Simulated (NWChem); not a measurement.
SeF4; SMILES F[Se](F)(F)F

```xyz
5

Se     0.0000     0.0000     0.3252
F      0.0000     1.7703     0.1594
F      1.3112     0.0000    -0.7736
F      0.0000    -1.7703     0.1594
F     -1.3112     0.0000    -0.7736
```
Atoms are numbered in this order, from 1.

Results from NWChem. Structure relaxed at the PBE0/def2-SVP level. Ions are spin-unrestricted doublets at the neutral geometry; other ion states weren't tried.

Problem. Order these by “ΔSCF minus −ε(HOMO) (eV)”, lowest first: B3LYP/aug-cc-pVDZ; BHandHLYP/aug-cc-pVDZ; Hartree-Fock/aug-cc-pVDZ.

Solution. Hartree-Fock/aug-cc-pVDZ (-1.84), BHandHLYP/aug-cc-pVDZ (1.17), B3LYP/aug-cc-pVDZ (2.75)
